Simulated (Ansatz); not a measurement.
input.yaml

```yaml
crystal:
  periodic: [false, false, false]
  atoms:
    - { symbol: In, position_ang: [-0.086264, 0.339729, 0.277295] }
    - { symbol: Cl, position_ang: [0.262516, 1.649517, 2.192636] }
    - { symbol: Cl, position_ang: [1.760103, -0.320339, -1.027629] }
    - { symbol: Cl, position_ang: [-2.247807, 0.100057, -0.609573] }
    - { symbol: Si, position_ang: [0.19423, -3.12871, 1.144269] }
    - { symbol: H, position_ang: [-0.104526, -3.405534, -0.281968] }
    - { symbol: H, position_ang: [1.624098, -3.359331, 1.471442] }
    - { symbol: H, position_ang: [-0.710101, -3.885306, 2.048396] }
    - { symbol: H, position_ang: [-0.089349, -1.663583, 1.406533] }
basis:
  gaussian: { orbitals: def2-SVP }
hamiltonian:
  xc: b3lyp
neb:
  order_check: false
  images: 5
  f_tol: 0.03
  max_iterations: 60
  final_atoms:
    - { symbol: In, position_ang: [0.20119738, -0.94985899, -0.04323331] }
    - { symbol: Cl, position_ang: [0.02815697, 0.68987784, 2.44737708] }
    - { symbol: Cl, position_ang: [1.87047838, 0.24289932, -1.23271284] }
    - { symbol: Cl, position_ang: [-1.92909364, 0.19952167, -0.29931119] }
    - { symbol: Si, position_ang: [0.34702153, -3.35434138, 0.88875924] }
    - { symbol: H, position_ang: [-0.09020857, -4.29615561, -0.17985358] }
    - { symbol: H, position_ang: [1.75410357, -3.64215751, 1.28086354] }
    - { symbol: H, position_ang: [-0.55218072, -3.46547816, 2.07035624] }
    - { symbol: H, position_ang: [-1.02657488, 0.90219281, 1.68915582] }
  initial_path:
    images:
      - { positions_ang: [[-0.086264, 0.339729, 0.277295], [0.262516, 1.649517, 2.192636], [1.760103, -0.320339, -1.027629], [-2.247807, 0.100057, -0.609573], [0.19423, -3.12871, 1.144269], [-0.104526, -3.405534, -0.281968], [1.624098, -3.359331, 1.471442], [-0.710101, -3.885306, 2.048396], [-0.089349, -1.663583, 1.406533]] }
      - { positions_ang: [[-0.06821642, 0.21786498, 0.16893784], [0.17349819, 1.12114009, 2.37529968], [1.86287894, -0.22404075, -1.11477723], [-2.21747028, 0.0336348, -0.82140968], [0.17578054, -2.97792334, 1.07258879], [-0.28500127, -3.45781561, -0.16315886], [1.59393971, -3.27552513, 1.28962705], [-0.60096744, -3.49955917, 2.12954322], [-0.03154197, -1.61127587, 1.68475019]] }
      - { positions_ang: [[-0.05016884, 0.09600096, 0.06058069], [0.08448037, 0.59276318, 2.55796337], [1.96565488, -0.1277425, -1.20192547], [-2.18713355, -0.0327874, -1.03324636], [0.15733107, -2.82713669, 1.00090859], [-0.46547653, -3.51009722, -0.04434972], [1.56378143, -3.19171926, 1.10781209], [-0.49183388, -3.11381233, 2.21069044], [0.02626505, -1.55896875, 1.96296738]] }
      - { positions_ang: [[-0.03212126, -0.02586306, -0.04777647], [-0.00453744, 0.06438627, 2.74062705], [2.06843082, -0.03144425, -1.2890737], [-2.15679683, -0.0992096, -1.24508304], [0.13888161, -2.67635003, 0.92922838], [-0.6459518, -3.56237884, 0.07445942], [1.53362314, -3.10791338, 0.92599714], [-0.38270033, -2.7280655, 2.29183766], [0.08407208, -1.50666162, 2.24118457]] }
      - { positions_ang: [[0.04565162, -0.3338617, -0.04626208], [0.0063607, 0.27288346, 2.64287706], [2.00244667, 0.06000361, -1.27028675], [-2.08089577, 0.00036749, -0.92982576], [0.20826158, -2.90234715, 0.91573867], [-0.46070405, -3.80697109, -0.01031158], [1.60711662, -3.28599476, 1.04428594], [-0.43919379, -2.97386972, 2.21801052], [-0.28614357, -0.70371014, 2.05717499]] }
      - { positions_ang: [[0.1234245, -0.64186035, -0.04474769], [0.01725883, 0.48138065, 2.54512707], [1.93646252, 0.15145146, -1.25149979], [-2.00499471, 0.09994458, -0.61456847], [0.27764155, -3.12834426, 0.90224895], [-0.27545631, -4.05156335, -0.09508258], [1.68061009, -3.46407613, 1.16257474], [-0.49568726, -3.21967394, 2.14418338], [-0.65635923, 0.09924133, 1.8731654]] }
      - { positions_ang: [[0.20119738, -0.94985899, -0.04323331], [0.02815697, 0.68987784, 2.44737708], [1.87047838, 0.24289932, -1.23271284], [-1.92909364, 0.19952167, -0.29931119], [0.34702153, -3.35434138, 0.88875924], [-0.09020857, -4.29615561, -0.17985358], [1.75410357, -3.64215751, 1.28086354], [-0.55218072, -3.46547816, 2.07035624], [-1.02657488, 0.90219281, 1.68915582]] }
```

Command:

```bash
$ ansatz run input.yaml --threads 4 --pin off --max-ram 5120MiB --backend cpu --events-out ev --progress --plain --runs-dir out
```

Hardware: 4 threads of AMD EPYC 9R45 96-Core Processor (Zen 5), with other jobs on the host.

Q: Roughly how long does this run take, and how much memory?

A: 2.6 min, with a peak of 0.38 GiB, for 33 band iterations.
